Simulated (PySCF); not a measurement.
CH₃BrMgO, singlet, at a GFN2-xTB geometry (such geometries of metal compounds can be far from the true shape); PySCF with CASSCF(10,8)/STO-3G.

PySCF was given this input:
```python
from pyscf import gto, scf, mcscf
import numpy

mol = gto.Mole()
mol.atom = '''
    Mg    0.43664273   -0.35434111   -0.28189589
    Br   -0.93086485    0.74375854    1.19017016
    O     1.25113590   -0.99976906   -1.59401284
    C     1.86861423   -1.48625410   -2.73183890
    H     2.18928897   -0.66000648   -3.37834876
    H     2.75028881   -2.07756271   -2.45417976
    H     1.18020686   -2.12620937   -3.29754039
'''
mol.basis = 'sto-3g'
mol.verbose = 4
mol.build()

mf = scf.RHF(mol)
mf.kernel()
mc = mcscf.CASSCF(mf, 8, 10)
mc.fix_spin_(ss=0.0)
mc.kernel()
occ = numpy.linalg.eigvalsh(mc.fcisolver.make_rdm1(mc.ci, mc.ncas, mc.nelecas))[::-1]
ss = mc.fcisolver.spin_square(mc.ci, mc.ncas, mc.nelecas)[0]
print('natural occupations', occ.round(4), ' <S^2>', round(ss, 4))
```

What the program printed (banner, timings and long lists left out):

```
PySCF version 2.14.0

[INPUT] verbose = 4
[INPUT] num. atoms = 7
[INPUT] num. electrons = 64
[INPUT] charge = 0
[INPUT] spin (= nelec alpha-beta = 2S) = 0
[INPUT] symmetry False subgroup None
[INPUT] Mole.unit = angstrom
[INPUT] Symbol           X                Y                Z      unit          X                Y                Z       unit  Magmom
[...]
nuclear repulsion = 247.477668447491
number of shells = 22
number of NR pGTOs = 120
number of NR cGTOs = 40
basis = sto-3g
ecp = {}

******** <class 'pyscf.scf.hf.RHF'> ********
method = RHF
initial guess = minao
damping factor = 0
level_shift factor = 0
DIIS = <class 'pyscf.scf.diis.CDIIS'>
diis_start_cycle = 1
diis_space = 8
diis_damp = 0
SCF conv_tol = 1e-09
SCF conv_tol_grad = None
SCF max_cycles = 50
direct_scf = True
direct_scf_tol = 1e-13
Set gradient conv threshold to 3.16228e-05
Initial guess from minao.
init E= -2851.1298258426
[...]
cycle= 1 E= -2854.76302221366  delta_E= -3.63  |g|= 0.571  |ddm|= 3.23
[...]
cycle= 2 E= -2854.87605337128  delta_E= -0.113  |g|= 0.167  |ddm|= 1.04
[...]
cycle= 3 E= -2854.88558138615  delta_E= -0.00953  |g|= 0.033  |ddm|= 0.248
[...]
cycle= 4 E= -2854.88621445589  delta_E= -0.000633  |g|= 0.00577  |ddm|= 0.0731
[...]
cycle= 5 E= -2854.88623719678  delta_E= -2.27e-05  |g|= 0.000842  |ddm|= 0.0154
[...]
cycle= 6 E= -2854.88623761451  delta_E= -4.18e-07  |g|= 0.000141  |ddm|= 0.00201
[...]
cycle= 7 E= -2854.88623762374  delta_E= -9.24e-09  |g|= 2.32e-05  |ddm|= 0.000301
[...]
cycle= 8 E= -2854.88623762408  delta_E= -3.33e-10  |g|= 5.82e-06  |ddm|= 5.53e-05
[...]
Extra cycle  E= -2854.88623762411  delta_E= -3.18e-11  |g|= 2.43e-06  |ddm|= 1.47e-05
converged SCF energy = -2854.88623762411

******** <class 'pyscf.mcscf.mc1step.CASSCF'> ********
CAS (5e+5e, 8o), ncore = 27, nvir = 5
max_cycle_macro = 50
max_cycle_micro = 4
conv_tol = 1e-07
conv_tol_grad = None
orbital rotation max_stepsize = 0.02
orbital rotation threshold for CI restart = 0.01
augmented hessian ah_max_cycle = 30
augmented hessian ah_conv_tol = 1e-12
augmented hessian ah_linear dependence = 1e-14
augmented hessian ah_level shift = 1e-08
augmented hessian ah_start_tol = 2.5
augmented hessian ah_start_cycle = 3
augmented hessian ah_grad_trust_region = 3
kf_trust_region = 3
kf_interval = 4
ci_response_space = 4
ci_grad_trust_region = 3
with_dep4 0
natorb = False
canonicalization = True
sorting_mo_energy = False
ao2mo_level = 2
internal_rotation = False
******** <class 'pyscf.fci.addons.SpinPenaltyFCISolver'> ********
max. cycles = 50
conv_tol = 1e-08
davidson only = True
linear dependence = 1e-12
level shift = 0.001
max iter space = 12
nroots = 1
pspace_size = 400
spin = None
CASCI E = -2854.89283787355  S^2 = 0.0000000
Set conv_tol_grad to 0.000316228
macro iter   1 ( 21 JK    4 micro), CASSCF E = -2854.89740060320  dE = -4.56272965e-03  S^2 = 0.0000000
               |grad[o]|=0.0118  |grad[c]|=0.0601  |ddm|=0.0188  |maxRot[o]|=0.314
macro iter   2 (  7 JK    2 micro), CASSCF E = -2854.89936992124  dE = -1.96931804e-03  S^2 = 0.0000000
               |grad[o]|=0.017  |grad[c]|=0.0101  |ddm|=0.0105  |maxRot[o]|=0.0699
macro iter   3 (  7 JK    2 micro), CASSCF E = -2854.90085434671  dE = -1.48442546e-03  S^2 = 0.0000000
               |grad[o]|=0.0143  |grad[c]|=0.0137  |ddm|=0.00867  |maxRot[o]|=0.0699
macro iter   4 (  7 JK    2 micro), CASSCF E = -2854.90181574928  dE = -9.61402570e-04  S^2 = 0.0000000
               |grad[o]|=0.0109  |grad[c]|=0.0098  |ddm|=0.00878  |maxRot[o]|=0.0653
macro iter   5 (  7 JK    2 micro), CASSCF E = -2854.90229870256  dE = -4.82953287e-04  S^2 = 0.0000000
               |grad[o]|=0.00799  |grad[c]|=0.00449  |ddm|=0.00504  |maxRot[o]|=0.0699
macro iter   6 (  7 JK    2 micro), CASSCF E = -2854.90272115345  dE = -4.22450887e-04  S^2 = 0.0000000
               |grad[o]|=0.00713  |grad[c]|=0.00526  |ddm|=0.0048  |maxRot[o]|=0.0699
macro iter   7 (  7 JK    2 micro), CASSCF E = -2854.90316477923  dE = -4.43625782e-04  S^2 = 0.0000000
[...]
               |grad[o]|=0.00337  |grad[c]|=0.00674  |ddm|=0.000469  |maxRot[o]|=0.0699
macro iter  33 (  7 JK    2 micro), CASSCF E = -2854.91732095523  dE = -2.21664424e-04  S^2 = 0.0000000
               |grad[o]|=0.00299  |grad[c]|=0.00689  |ddm|=0.000443  |maxRot[o]|=0.0699
macro iter  34 (  7 JK    2 micro), CASSCF E = -2854.91753000258  dE = -2.09047350e-04  S^2 = 0.0000000
               |grad[o]|=0.00261  |grad[c]|=0.00717  |ddm|=0.000513  |maxRot[o]|=0.0699
macro iter  35 (  7 JK    2 micro), CASSCF E = -2854.91771713680  dE = -1.87134219e-04  S^2 = 0.0000000
               |grad[o]|=0.00223  |grad[c]|=0.00783  |ddm|=0.000623  |maxRot[o]|=0.0699
macro iter  36 (  7 JK    2 micro), CASSCF E = -2854.91787592901  dE = -1.58792206e-04  S^2 = 0.0000000
               |grad[o]|=0.00185  |grad[c]|=0.0088  |ddm|=0.000814  |maxRot[o]|=0.0699
macro iter  37 (  7 JK    2 micro), CASSCF E = -2854.91800339890  dE = -1.27469890e-04  S^2 = 0.0000000
               |grad[o]|=0.00146  |grad[c]|=0.0104  |ddm|=0.00118  |maxRot[o]|=0.0699
macro iter  38 (  7 JK    2 micro), CASSCF E = -2854.91811393656  dE = -1.10537664e-04  S^2 = 0.0000000
               |grad[o]|=0.00112  |grad[c]|=0.0143  |ddm|=0.00238  |maxRot[o]|=0.0699
macro iter  39 (  7 JK    2 micro), CASSCF E = -2854.91823979205  dE = -1.25855485e-04  S^2 = 0.0000000
               |grad[o]|=0.001  |grad[c]|=0.0186  |ddm|=0.00428  |maxRot[o]|=0.0677
macro iter  40 (  7 JK    2 micro), CASSCF E = -2854.91839440823  dE = -1.54616183e-04  S^2 = 0.0000000
               |grad[o]|=0.00145  |grad[c]|=0.0171  |ddm|=0.00479  |maxRot[o]|=0.0695
macro iter  41 (  7 JK    2 micro), CASSCF E = -2854.91858501533  dE = -1.90607097e-04  S^2 = 0.0000000
               |grad[o]|=0.00202  |grad[c]|=0.0174  |ddm|=0.00503  |maxRot[o]|=0.0699
macro iter  42 (  7 JK    2 micro), CASSCF E = -2854.91880852924  dE = -2.23513917e-04  S^2 = 0.0000000
               |grad[o]|=0.00248  |grad[c]|=0.0187  |ddm|=0.00532  |maxRot[o]|=0.0696
macro iter  43 (  7 JK    2 micro), CASSCF E = -2854.91904702887  dE = -2.38499631e-04  S^2 = 0.0000000
               |grad[o]|=0.00276  |grad[c]|=0.0193  |ddm|=0.00548  |maxRot[o]|=0.0699
macro iter  44 (  7 JK    2 micro), CASSCF E = -2854.91928550513  dE = -2.38476258e-04  S^2 = 0.0000000
               |grad[o]|=0.00283  |grad[c]|=0.021  |ddm|=0.00573  |maxRot[o]|=0.0699
macro iter  45 (  7 JK    2 micro), CASSCF E = -2854.91951139354  dE = -2.25888408e-04  S^2 = 0.0000000
               |grad[o]|=0.00268  |grad[c]|=0.0239  |ddm|=0.00616  |maxRot[o]|=0.0698
macro iter  46 (  7 JK    2 micro), CASSCF E = -2854.91970822559  dE = -1.96832051e-04  S^2 = 0.0000000
               |grad[o]|=0.00234  |grad[c]|=0.0261  |ddm|=0.00625  |maxRot[o]|=0.0699
macro iter  47 (  7 JK    2 micro), CASSCF E = -2854.91986772147  dE = -1.59495880e-04  S^2 = 0.0000000
               |grad[o]|=0.00195  |grad[c]|=0.0261  |ddm|=0.00596  |maxRot[o]|=0.0699
macro iter  48 (  7 JK    2 micro), CASSCF E = -2854.91999585063  dE = -1.28129162e-04  S^2 = 0.0000000
               |grad[o]|=0.00164  |grad[c]|=0.0257  |ddm|=0.00571  |maxRot[o]|=0.0699
macro iter  49 (  7 JK    2 micro), CASSCF E = -2854.92009847744  dE = -1.02626809e-04  S^2 = 0.0000000
               |grad[o]|=0.00146  |grad[c]|=0.0242  |ddm|=0.00537  |maxRot[o]|=0.0699
macro iter  50 (  7 JK    2 micro), CASSCF E = -2854.92018059739  dE = -8.21199474e-05  S^2 = 0.0000000
               |grad[o]|=0.00139  |grad[c]|=0.022  |ddm|=0.00493  |maxRot[o]|=0.0699
1-step CASSCF not converged,  50 macro (412 JK 110 micro) steps
CASSCF canonicalization
Density matrix diagonal elements [1.98926771 1.99726118 1.99428737 1.99612862 1.98479979 0.01168445
 0.00726304 0.01930784]
CASSCF energy = -2854.92018059739
CASCI E = -2854.92018059739  E(CI) = -34.8202641206044  S^2 = 0.0000000
natural occupations [1.9997 1.9994 1.9946 1.9897 1.98   0.0191 0.012  0.0055]  <S^2> 0.0
```

Convergence was not reached.
